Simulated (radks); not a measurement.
Q: These are the eigenvalues of the occupied orbitals of an atom or ion with whole-number occupations (eV). Calculated with a radial shooting solver on a logarithmic mesh with Libxc functionals: Dirac Kohn-Sham, PBE, spin-unpolarised, spherical densities, finite nucleus; Fermi nuclear charge, rms radius of each element as measured or else 0.836 A^(1/3) + 0.57 fm.

orbital  eigenvalue
1s1/2     -3948.832
2s1/2     -414.2933
2p1/2     -337.1209
2p3/2     -333.4340
3s1/2      -47.0861
3p1/2      -28.2606
3p3/2      -27.8770
4s1/2       -3.7662

Which element is it, and in what charge state? The configuration may be excited. Open shells, if any, fill j = l - 1/2 first.

A: Z = 20, calcium, charge 0: Ca in [Ar] 4s2. The list shows which subshells hold electrons but not how many an open one holds; the 1s level, -145.12 hartree, gives Z - s = 17.0 by -(Z - s)^2/2, which with screening and relativity narrows Z to a few neighbours, and the depths of the outer levels then fix element, charge and occupations together.
